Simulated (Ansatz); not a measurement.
Gas-phase electronic energies from Ansatz, PBE0-D4/def2-TZVP geometries. CCSD(T)/CBS is the MP2 limit (def2-TZVPP, def2-QZVPP) plus CCSD(T) − MP2 in def2-TZVPP, frozen cores. Functionals use def2-TZVPP. B3LYP here is the variant with VWN-RPA as its local correlation; programs differ in this. One conformer a species, not always the lowest.

Reaction (isomerisation): `CN([SiH3])B[SiH3]` → `CB(N)[SiH2][SiH3]`

`CN([SiH3])B[SiH3]`:

```xyz
15

C     0.161    0.694    2.004
N     0.005    0.198    0.639
Si   -1.494   -0.659    0.340
B     0.992    0.407   -0.328
Si    0.889   -0.234   -2.251
H     0.145   -0.129    2.725
H    -0.648    1.384    2.266
H     1.111    1.220    2.097
H    -1.526   -1.113   -1.068
H    -1.586   -1.820    1.265
H    -2.639    0.248    0.622
H     1.970    1.015    0.021
H     0.779   -1.719   -2.354
H     2.118    0.169   -2.991
H    -0.277    0.340   -2.985
```

`CB(N)[SiH2][SiH3]`:

Z-matrix (Å, degrees):
```
C
B 1 1.572
H 1 1.095 2 110.8
H 1 1.095 2 113.7 3 -121.7
H 1 1.096 2 110.8 3 116.7
N 2 1.392 1 120.6 3 122.7
Si 2 2.027 1 121.0 3 -59.1
H 6 1.009 2 122.6 1 0.0
H 6 1.006 2 123.9 1 -179.7
Si 7 2.341 2 110.1 1 -68.2
H 7 1.496 2 112.6 1 171.7
H 7 1.493 2 111.9 1 50.8
H 10 1.490 7 110.2 2 57.5
H 10 1.489 7 112.4 2 178.1
H 10 1.490 7 110.4 2 -61.2
```

CCSD(T)/CBS gives -50.8 kJ/mol.

Question: Another level gave -68.2 kJ/mol. Which?
A. CCSD/def2-TZVPP
B. PBE/def2-TZVPP
C. B3LYP-D4/def2-TZVPP
D. PBE0-D4/def2-TZVPP

Answer: D. PBE0-D4 -68.2, B3LYP-D4 -52.3, PBE -74.6, CCSD/def2-TZVPP -48.3 kJ/mol.

Largest T1 diagnostic among the species: 0.013.

The D4 term adds +4.9 kJ/mol with B3LYP and +2.3 kJ/mol with PBE0; it sums over pairs of atoms, weighted by their polarisabilities, and B3LYP, whose exchange is more repulsive, gets the larger term. In def2-TZVPP, CCSD(T) changes the Hartree–Fock value by −9.9 kJ/mol (the triples alone add −0.5 kJ/mol) and MP2 by −6.4 kJ/mol.
